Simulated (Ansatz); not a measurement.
C2H6AlClO, SMILES `C[O][Al]([CH3])[Cl]`. The species carries charge 0 and has multiplicity 1.

| atom | x (Å) | y (Å) | z (Å) |
| --- | --- | --- | --- |
| C1 | 0.711 | 1.917 | 0.947 |
| O2 | 0.250 | 0.955 | 0.042 |
| Al3 | -0.138 | -0.675 | 0.121 |
| C4 | -0.759 | -1.634 | -1.434 |
| Cl5 | 0.081 | -1.627 | 1.986 |
| H6 | 0.856 | 1.507 | 1.953 |
| H7 | -0.006 | 2.741 | 1.014 |
| H8 | 1.666 | 2.327 | 0.603 |
| H9 | -1.761 | -2.039 | -1.265 |
| H10 | -0.107 | -2.483 | -1.654 |
| H11 | -0.793 | -0.988 | -2.313 |

Question: List the harmonic frequencies (cm⁻¹, unscaled) at PBE0-D4/def2-TZVP in Ansatz. (An estimate is asked.)

Answer: Computed: 46, 89, 96, 113, 150, 223, 264, 455, 640, 673, 715, 784, 1180, 1191, 1222, 1231, 1442, 1442, 1485, 1496, 1500, 3013, 3050, 3080, 3087, 3127, 3146.

Question: Is this a minimum?

Answer: Yes, all 27 modes are real.

Question: Give the ideal-gas thermochemistry at 298.15 K and 1 bar (rigid rotor, harmonic oscillator; point group Cs, symmetry number 1).

Answer: Zero-point energy 209.0 kJ/mol; H(298) − E = 233.3 kJ/mol; entropy 383.8 J/(mol·K), of which translation 167.3, rotation 116.3, vibration 100.1; G(298) − E = 118.9 kJ/mol. Modes under 100 cm⁻¹ are hindered rotations or soft bends, so the harmonic entropy is rough.

Question: And at 400, 500, 600, 800 and 1000 K?

Answer: 
```json
{"T (K)": "400", "H − E (kJ/mol)": "245.8", "S (J/mol/K)": "419.6", "G − E (kJ/mol)": "78.0"}
{"T (K)": "500", "H − E (kJ/mol)": "259.7", "S (J/mol/K)": "450.5", "G − E (kJ/mol)": "34.4"}
{"T (K)": "600", "H − E (kJ/mol)": "275.0", "S (J/mol/K)": "478.5", "G − E (kJ/mol)": "-12.1"}
{"T (K)": "800", "H − E (kJ/mol)": "309.2", "S (J/mol/K)": "527.5", "G − E (kJ/mol)": "-112.8"}
{"T (K)": "1000", "H − E (kJ/mol)": "347.0", "S (J/mol/K)": "569.6", "G − E (kJ/mol)": "-222.6"}
```
